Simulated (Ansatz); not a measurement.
Species: C₆H₁₁, net charge 0, doublet state. It need not be the lowest isomer of its formula. 
Coordinates optimised at B3LYP-D3(BJ)/def2-TZVP (Ansatz, a program for electronic structure):
```xyz
17

C      2.5545    -0.0114    -0.3156
C      1.2335    -0.6926    -0.1505
C      0.0067    -0.0628    -0.0009
C     -0.0899     1.4451     0.0039
C     -1.1564    -0.8090     0.1527
C     -2.5232    -0.2301     0.3124
H      3.3622    -0.7406    -0.3736
H      2.5982     0.5953    -1.2274
H      2.7814     0.6630     0.5171
H      1.2334    -1.7771    -0.1461
H     -0.8350     1.7927    -0.7147
H      0.8577     1.9179    -0.2432
H     -0.3994     1.8140     0.9854
H     -1.0655    -1.8893     0.1381
H     -2.8896     0.2227    -0.6183
H     -2.5511     0.5611     1.0681
H     -3.2438    -0.9941     0.6034
```
Charge 0, spin multiplicity 2.

Wanted: atomisation energy (electronic, to ground-state atoms), in kcal/mol. Valence correlation only, unless marked. Open shells are spin-unrestricted. No spin-orbit coupling. Non-relativistic unless marked X2C. The coupled-cluster limit lacks core correlation, which all-electron functionals hold. CBS marks a two-point X^-3 extrapolation of the correlation energy; Hartree-Fock from the larger set. The bracket is a focal-point correction in the basis named.

```tsv
level	program	atomisation energy (kcal/mol)	minus last row
HF/6-31G	Ansatz	1218.1	-433.2
PBE/def2-TZVPD	Ansatz	1683.9	32.6
r2SCAN-D3(BJ)/def2-TZVPD	Ansatz + dftd3	1663.6	12.3
PBE0/def2-SVP	Ansatz	1681.9	30.6
PBE0-D4/def2-TZVPD	Ansatz + dftd4	1671.3	20.0
BHLYP-D4/def2-TZVPD	Ansatz + dftd4	1620.7	-30.6
CAM-B3LYP-D4/def2-TZVPD	Ansatz + dftd4	1662.9	11.6
LC-wPBE-D4/def2-TZVPD	Ansatz + dftd4	1663.2	11.9
B2GP-PLYP-D3(BJ)/def2-TZVPD	Ansatz + dftd3	1635.4	-15.9
B2GP-PLYP-D4/def2-TZVPD	Ansatz + dftd4	1634.3	-17.0
B2GP-PLYP/def2-TZVPD	Ansatz	1630.9	-20.4
B2PLYP-D3(BJ)/def2-TZVPD	Ansatz + dftd3	1640.7	-10.6
B2PLYP-D4/def2-TZVPD	Ansatz + dftd4	1639.9	-11.4
RPA@PBE/cc-pVQZ	Ansatz	1564.8	-86.5
MP2/6-31G	Ansatz	1447.1	-204.2
SCS-MP2/cc-pVDZ	Ansatz	1541.5	-109.8
CCSD/cc-pVDZ	Ansatz	1527.7	-123.6
CCSD(T)/cc-pVTZ	Ansatz	1616.0	-35.3
CCSD(T)/cc-pwCVTZ	Ansatz	1617.2	-34.1
X2C-CCSD(T)/cc-pVTZ-DK	Ansatz	1615.0	-36.3
RI-MP2/CBS(cc-pVTZ,cc-pVQZ)+[CCSD(T)-MP2]/cc-pVTZ	Ansatz	1651.3	0.0
```

The UHF reference is spin-contaminated (<S^2> 0.21 over the pure value in the largest basis).
